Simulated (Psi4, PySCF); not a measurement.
Input for Psi4:
```
memory 2 GB

molecule {
1 2
Li    0.00000000    0.00000000    0.82000000
H     0.00000000    0.00000000   -0.82000000
}

set {
  basis 6-31g*
  reference uks
  scf_type pk
  puream true
  d_convergence 1e-8
  dft_radial_points 99
  dft_spherical_points 590
}

energy('b3lyp')
print_variables()
```

### Question
Write the same job for PySCF.

### Answer
This is not unique; one that fits is 
```python
from pyscf import gto, scf, dft

mol = gto.Mole()
mol.atom = '''
    Li    0.00000000    0.00000000    0.82000000
    H     0.00000000    0.00000000   -0.82000000
'''
mol.basis = '6-31g*'
mol.charge = 1
mol.spin = 1
mol.verbose = 4
mol.build()

mf = dft.UKS(mol)
mf.xc = 'b3lyp'
mf.grids.atom_grid = (99, 590)
mf.grids.prune = None
mf.kernel()
```

Both were run: Psi4 gave -7.778490 Eh and PySCF -7.778490 Eh, 0.000 mEh apart.
